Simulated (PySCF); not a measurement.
All values below come from B3LYP-D3(BJ)/def2-TZVP // PBE-D3(BJ)/def2-SVP (PySCF). Isolated molecules, 0 K electronic values unless said otherwise. One relaxed conformer stands for a flexible species; it need not be the lowest. B3LYP has the VWN-RPA correlation part, as in Gaussian. 

Reference species: [Hf(F)3(Cl)] (neutral, multiplicity 1).

The mean distance from the central atom to its bonded neighbours is 2.022 Å and the charge on the central atom (Mulliken) comes out as 1.61 e. The coordination number comes out as 4.

After one change: the mean distance from the central atom to its bonded neighbours falls by 0.100 Å; the charge on the central atom (Mulliken) rises by 0.10 e; the coordination number is nearly the same.

Problem. Name the change that produced these shifts. The new species is one of these.
A) [Hf(F)3(NH2)]
B) [Hf(F)3(Br)]
C) [Hf(F)3(OH)]
D) [Hf(F)3(CH3)]

Solution. C, [Hf(F)3(OH)]
